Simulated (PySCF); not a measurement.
C2H5F2NSi, SMILES C/C=N/[SiH](F)F.

The structure is a stationary point at PBE-D3(BJ)/def2-SVP. The structure was generated by enumeration; whether it is a known compound was not checked. The values are those of a single conformer.

Calculation: PBE-D3(BJ)/def2-SVP (PySCF).

Frequencies are harmonic and unscaled.

Computed vibrational spectrum:
| mode | ν (cm⁻¹) | IR (km/mol) | moving atoms (share of kinetic energy) |
|---|---|---|---|
| 1 | 85 | 3.5 | H 35 %, F 32 %, N 22 %, C 9 % |
| 2 | 103 | 3.8 | F 43 %, C 24 %, H 16 %, N 14 % |
| 3 | 139 | 3.1 | H 45 %, C 29 %, F 16 % |
| 4 | 178 | 0.2 | H 65 %, C 28 % |
| 5 | 278 | 11.9 | F 69 %, N 13 %, C 8 % |
| 6 | 318 | 7.3 | N 37 %, F 28 %, C 15 %, Si 10 %, H 10 % |
| 7 | 376 | 29.4 | F 32 %, C 22 %, Si 20 %, N 14 %, H 13 % |
| 8 | 469 | 46.9 | Si 41 %, C 22 %, H 16 %, N 14 % |
| 9 | 715 | 40.7 | N 35 %, H 33 %, Si 12 %, C 11 %, F 9 % |
| 10 | 789 | 31.0 | H 64 %, F 29 % |
| 11 | 793 | 40.3 | H 85 %, F 8 % |
| 12 | 820 | 6.3 | H 76 %, F 14 % |
| 13 | 869 | 249.7 | H 36 %, Si 30 %, F 24 % |
| 14 | 936 | 179.3 | Si 46 %, F 37 %, H 11 % |
| 15 | 974 | 94.9 | H 28 %, C 26 %, N 23 %, Si 18 % |
| 16 | 1063 | 0.1 | H 54 %, C 43 % |
| 17 | 1102 | 17.7 | C 57 %, H 41 % |
| 18 | 1311 | 21.8 | H 76 %, C 23 % |
| 19 | 1357 | 5.2 | H 83 %, C 11 % |
| 20 | 1383 | 25.9 | H 90 % |
| 21 | 1392 | 11.2 | H 96 % |
| 22 | 1717 | 323.0 | C 56 %, N 41 % |
| 23 | 2265 | 109.4 | H 97 % |
| 24 | 2889 | 54.8 | H 92 % |
| 25 | 2964 | 1.9 | H 97 % |
| 26 | 3038 | 2.4 | H 91 %, C 9 % |
| 27 | 3102 | 4.0 | H 90 %, C 10 % |
